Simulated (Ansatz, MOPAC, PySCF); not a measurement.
Spectroscopic constants of K2, closed-shell singlet (the spin of the measured ground state). No spin–orbit coupling. K is treated without relativity.

The constants come from a fifth-degree fit in 1/R (seven points, main isotopes). In def2 and cc sets the state is the lowest found near the PBE0 minimum, followed along R. The singlet is held restricted. HF and MP2 rows in def2 and cc sets belong to the determinant that coupled cluster picked by its CCSD energy.

Programs: Ansatz (Gaussian orbitals); MOPAC for AM1 (differences of heats of formation); PySCF for 3-21G rows, 6-31G* rows. Values without a source in brackets are computed.

```json
[
 {"level": "AM1", "r_e (Å)": "3.918", "ω_e (cm⁻¹)": "142", "B_e (cm⁻¹)": "0.0564", "α_e (cm⁻¹)": "0.00011", "D_e (eV)": "-"},
 {"level": "HF/3-21G", "r_e (Å)": "4.221", "ω_e (cm⁻¹)": "84", "B_e (cm⁻¹)": "0.0486", "α_e (cm⁻¹)": "0.00011", "D_e (eV)": "-"},
 {"level": "HF/6-31G*", "r_e (Å)": "4.202", "ω_e (cm⁻¹)": "85", "B_e (cm⁻¹)": "0.0490", "α_e (cm⁻¹)": "0.00013", "D_e (eV)": "-"},
 {"level": "HF/def2-TZVPP", "r_e (Å)": "4.195", "ω_e (cm⁻¹)": "86", "B_e (cm⁻¹)": "0.0492", "α_e (cm⁻¹)": "0.00013", "D_e (eV)": "-"},
 {"level": "HF/def2-QZVPP", "r_e (Å)": "4.200", "ω_e (cm⁻¹)": "86", "B_e (cm⁻¹)": "0.0490", "α_e (cm⁻¹)": "0.00013", "D_e (eV)": "-"},
 {"level": "SVWN5/def2-TZVPP", "r_e (Å)": "3.853", "ω_e (cm⁻¹)": "93", "B_e (cm⁻¹)": "0.0583", "α_e (cm⁻¹)": "0.00020", "D_e (eV)": "0.67"},
 {"level": "PBE/def2-TZVPP", "r_e (Å)": "4.001", "ω_e (cm⁻¹)": "88", "B_e (cm⁻¹)": "0.0541", "α_e (cm⁻¹)": "0.00019", "D_e (eV)": "0.58"},
 {"level": "BP86/6-31G*", "r_e (Å)": "3.985", "ω_e (cm⁻¹)": "87", "B_e (cm⁻¹)": "0.0545", "α_e (cm⁻¹)": "0.00020", "D_e (eV)": "-"},
 {"level": "r2SCAN/def2-TZVPP", "r_e (Å)": "4.078", "ω_e (cm⁻¹)": "89", "B_e (cm⁻¹)": "0.0520", "α_e (cm⁻¹)": "0.00017", "D_e (eV)": "0.39"},
 {"level": "B97M-V/def2-TZVPP", "r_e (Å)": "4.030", "ω_e (cm⁻¹)": "89", "B_e (cm⁻¹)": "0.0533", "α_e (cm⁻¹)": "0.00010", "D_e (eV)": "0.60"},
 {"level": "B3LYP/6-31G*", "r_e (Å)": "3.968", "ω_e (cm⁻¹)": "89", "B_e (cm⁻¹)": "0.0549", "α_e (cm⁻¹)": "0.00019", "D_e (eV)": "-"},
 {"level": "B3LYP/def2-TZVPP", "r_e (Å)": "3.969", "ω_e (cm⁻¹)": "89", "B_e (cm⁻¹)": "0.0549", "α_e (cm⁻¹)": "0.00020", "D_e (eV)": "0.50"},
 {"level": "PBE0/def2-TZVPP", "r_e (Å)": "4.011", "ω_e (cm⁻¹)": "91", "B_e (cm⁻¹)": "0.0538", "α_e (cm⁻¹)": "0.00017", "D_e (eV)": "0.50"},
 {"level": "BHLYP/def2-TZVPP", "r_e (Å)": "3.977", "ω_e (cm⁻¹)": "92", "B_e (cm⁻¹)": "0.0547", "α_e (cm⁻¹)": "0.00017", "D_e (eV)": "0.45"},
 {"level": "CAM-B3LYP/def2-TZVPP", "r_e (Å)": "3.926", "ω_e (cm⁻¹)": "95", "B_e (cm⁻¹)": "0.0561", "α_e (cm⁻¹)": "0.00016", "D_e (eV)": "0.46"},
 {"level": "wB97X-V/def2-TZVPP", "r_e (Å)": "3.983", "ω_e (cm⁻¹)": "97", "B_e (cm⁻¹)": "0.0545", "α_e (cm⁻¹)": "0.00012", "D_e (eV)": "0.50"},
 {"level": "wB97M-V/def2-TZVPP", "r_e (Å)": "3.844", "ω_e (cm⁻¹)": "107", "B_e (cm⁻¹)": "0.0586", "α_e (cm⁻¹)": "0.00015", "D_e (eV)": "0.61"},
 {"level": "B2PLYP/def2-TZVPP", "r_e (Å)": "3.958", "ω_e (cm⁻¹)": "90", "B_e (cm⁻¹)": "0.0552", "α_e (cm⁻¹)": "0.00018", "D_e (eV)": "0.49"},
 {"level": "MP2/6-31G*", "r_e (Å)": "4.065", "ω_e (cm⁻¹)": "86", "B_e (cm⁻¹)": "0.0524", "α_e (cm⁻¹)": "0.00014", "D_e (eV)": "-"},
 {"level": "MP2/def2-TZVPP", "r_e (Å)": "3.940", "ω_e (cm⁻¹)": "93", "B_e (cm⁻¹)": "0.0557", "α_e (cm⁻¹)": "0.00015", "D_e (eV)": "-"},
 {"level": "MP2/def2-QZVPP", "r_e (Å)": "3.895", "ω_e (cm⁻¹)": "98", "B_e (cm⁻¹)": "0.0570", "α_e (cm⁻¹)": "0.00012", "D_e (eV)": "-"},
 {"level": "SCS-MP2/def2-TZVPP", "r_e (Å)": "3.984", "ω_e (cm⁻¹)": "91", "B_e (cm⁻¹)": "0.0545", "α_e (cm⁻¹)": "0.00015", "D_e (eV)": "-"},
 {"level": "SCS-MP2/def2-QZVPP", "r_e (Å)": "3.942", "ω_e (cm⁻¹)": "96", "B_e (cm⁻¹)": "0.0557", "α_e (cm⁻¹)": "0.00012", "D_e (eV)": "-"},
 {"level": "CCSD/def2-TZVPP", "r_e (Å)": "4.008", "ω_e (cm⁻¹)": "90", "B_e (cm⁻¹)": "0.0539", "α_e (cm⁻¹)": "0.00016", "D_e (eV)": "0.45"},
 {"level": "CCSD/def2-QZVPP", "r_e (Å)": "3.969", "ω_e (cm⁻¹)": "94", "B_e (cm⁻¹)": "0.0549", "α_e (cm⁻¹)": "0.00013", "D_e (eV)": "0.48"},
 {"level": "CCSD(T)/def2-TZVPP", "r_e (Å)": "4.008", "ω_e (cm⁻¹)": "87", "B_e (cm⁻¹)": "0.0539", "α_e (cm⁻¹)": "0.00019", "D_e (eV)": "0.51"},
 {"level": "CCSD(T)/def2-QZVPP", "r_e (Å)": "3.956", "ω_e (cm⁻¹)": "92", "B_e (cm⁻¹)": "0.0553", "α_e (cm⁻¹)": "0.00016", "D_e (eV)": "0.55"}
]
```

D_e counts from each atom's lowest state at the same level, without counterpoise or zero-point energy.

Correlated levels freeze the inner cores; with def2 sets outer-core shells near the valence are correlated too. Rows in 3-21G, 6-31G* carry no dispersion term and start afresh at each structure (6-31G* with six Cartesian d functions); the Pople sets are all-electron and without relativity. MP2/6-31G* freezes PySCF's default core, which is smaller on s-block atoms. The state that AM1 reach isn't checked.

Doubts at one or more of the structures used: a restricted determinant that unrestricted orbitals would lower (HF/def2-TZVPP, HF/def2-QZVPP, MP2/def2-TZVPP, MP2/def2-QZVPP, SCS-MP2/def2-TZVPP, SCS-MP2/def2-QZVPP, CCSD/def2-TZVPP, CCSD/def2-QZVPP, CCSD(T)/def2-TZVPP, CCSD(T)/def2-QZVPP).

Measured for the ground state: r_e 3.9051 Å, ω_e 92.021 cm-1, ω_e x_e 0.2829 cm-1, B_e 0.056743 cm-1, α_e 0.000165 cm-1 [Huber and Herzberg (1979), NIST Chemistry WebBook].

Ansatz is an electronic-structure program.
